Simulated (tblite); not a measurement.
Isomers of C6H14FNSi. All values are computed: GFN2-xTB (tblite) harmonic vibrations without scaling, gas phase. The method is semi-empirical: single wavenumbers can be off by several per cent or more. Modes of hydrogen on silicon can be 10 to 20 % off. One conformer each.

Electronic energies: GFN2-xTB at the same geometries; isomer energies are rough at this level and their order can be wrong.

```json
{"SMILES": "C[C@@H](F)[Si@H]1C[C@@H]1N(C)C", "electronic energy, lowest = 0 (kcal/mol)": "42.5"}
{"SMILES": "C=CC[C@H](F)[SiH2]N(C)C", "electronic energy, lowest = 0 (kcal/mol)": "9.5"}
{"SMILES": "CC(C)[C@@H]1C[Si@H](CF)N1", "electronic energy, lowest = 0 (kcal/mol)": "0.0"}
{"SMILES": "CCC[C@@H]1C[Si@@H](CF)N1", "electronic energy, lowest = 0 (kcal/mol)": "1.0"}
```

Task: How do GFN2-xTB zero-point energies change the relative energies?

Result: 
```json
{"SMILES": "CC(C)[C@@H]1C[Si@H](CF)N1", "ZPE (kcal/mol)": "120.2", "of it from modes above 1550 cm⁻¹": "59.6", "electronic (kcal/mol)": "0.0", "with ZPE, lowest = 0 (kcal/mol)": "0.0", "lowest mode (cm⁻¹)": "31", "rings": "1"}
{"SMILES": "CCC[C@@H]1C[Si@@H](CF)N1", "ZPE (kcal/mol)": "120.5", "of it from modes above 1550 cm⁻¹": "59.4", "electronic (kcal/mol)": "1.0", "with ZPE, lowest = 0 (kcal/mol)": "1.2", "lowest mode (cm⁻¹)": "27", "rings": "1"}
{"SMILES": "C=CC[C@H](F)[SiH2]N(C)C", "ZPE (kcal/mol)": "117.0", "of it from modes above 1550 cm⁻¹": "60.3", "electronic (kcal/mol)": "9.5", "with ZPE, lowest = 0 (kcal/mol)": "6.3", "lowest mode (cm⁻¹)": "35", "rings": "0"}
{"SMILES": "C[C@@H](F)[Si@H]1C[C@@H]1N(C)C", "ZPE (kcal/mol)": "118.5", "of it from modes above 1550 cm⁻¹": "58.8", "electronic (kcal/mol)": "42.5", "with ZPE, lowest = 0 (kcal/mol)": "40.8", "lowest mode (cm⁻¹)": "25", "rings": "1"}
```

The zero-point energies span 3.5 kcal/mol, from `C=CC[C@H](F)[SiH2]N(C)C` to `CCC[C@@H]1C[Si@@H](CF)N1`. The order is unchanged.

Task: What do entropy and thermal enthalpy add at 298.15 K and 1 bar (rigid rotor, harmonic oscillator, one conformer each)?

Result: 
| SMILES | point group | symmetry number | S (cal/(mol K)) | H − H(0) (kcal/mol) | ZPE + H − H(0) − TS (kcal/mol) |
| --- | --- | --- | --- | --- | --- |
| CC(C)[C@@H]1C[Si@H](CF)N1 | C1 | 1 | 107.6 | 7.95 | 96.1 |
| CCC[C@@H]1C[Si@@H](CF)N1 | C1 | 1 | 108.8 | 7.92 | 96.0 |
| C=CC[C@H](F)[SiH2]N(C)C | C1 | 1 | 113.1 | 8.60 | 91.9 |
| C[C@@H](F)[Si@H]1C[C@@H]1N(C)C | C1 | 1 | 110.1 | 8.31 | 94.0 |
